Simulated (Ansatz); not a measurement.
**Two structures, one formula**

The two ends of one reaction step of SnSiH$_{8}$O, closed shell (PBE0-D4/def2-TZVP).

A:

Sn1  (-1.317, -0.856, -0.269)
Si2  (-0.294, 1.455, 0.129)
H3  (-1.019, -1.898, 1.048)
H4  (-3.020, -0.738, -0.446)
H5  (-0.711, -1.563, -1.698)
H6  (2.482, -0.525, -0.507)
O7  (1.861, -0.903, 0.121)
H8  (0.387, 1.508, 1.451)
H9  (0.702, 1.780, -0.928)
H10  (-1.333, 2.522, 0.114)
H11  (2.261, -0.782, 0.985)
(Å)

B:

Sn1  (-0.588, -1.812, -0.172)
Si2  (0.165, 2.259, -0.019)
H3  (-1.279, -3.347, 0.125)
H4  (-1.177, -0.658, 0.944)
H5  (-0.760, -1.310, -1.784)
H6  (1.122, 1.132, -0.154)
O7  (1.364, -1.957, 0.049)
H8  (-0.232, 2.408, 1.404)
H9  (0.800, 3.516, -0.490)
H10  (-1.043, 1.981, -0.838)
H11  (1.627, -2.212, 0.936)
(Å)

Ansatz 0.2.0; basis: def2-TZVPP; cores frozen in the correlated methods. Filled d shells of the heavier atoms are correlated. Core potentials replace the inner electrons of the atoms past krypton. The def2 sets are not built for correlating such inner shells, so the correlated values are less sure here. B3LYP uses VWN-RPA correlation.

(1) Which structure is lower at CCSD(T), and by how much? (To be estimated.)

No T1 diagnostic of these runs exceeds 0.014.

Answers

(1) Computed: A, by 0.231 eV (electronic energy, against the other). By their contacts, A is a complex of SnSiH₆ ([SiH3][SnH3]) + H₂O and B is a complex of SnH₄O ([OH][SnH3]) + SiH₄.

All methods give the same order:

```csv
method,E(B) − E(A) (eV)
SPW92,0.454
PBE-D4,0.341
BLYP-D4,0.181
r2SCAN-D4,0.263
B97M-V,0.197
PBE0-D4,0.365
B3LYP-D4,0.216
r2SCAN0-D4,0.313
BHLYP-D4,0.224
CAM-B3LYP-D4,0.179
wB97X-V,0.207
wB97M-V,0.254
B2PLYP,0.173
PBE-QIDH,0.307
RPA on PBE,0.148
HF,0.065
MP2,0.227
CCSD,0.224
CCSD(T),0.231
```

Labels in which every atom is bracketed show which atoms are joined, not bond orders.

For scale, one of the runs: CCSD(T)/def2-TZVPP, 235 basis functions, launched by `ansatz run in.yaml --threads 4 --pin off --events-out ev --progress --plain --max-ram 9574MiB`. Hardware: 4 CPU threads of an Arm Neoverse V1, shared host. Wall time 2.3 min; peak host memory 4.5 GiB.
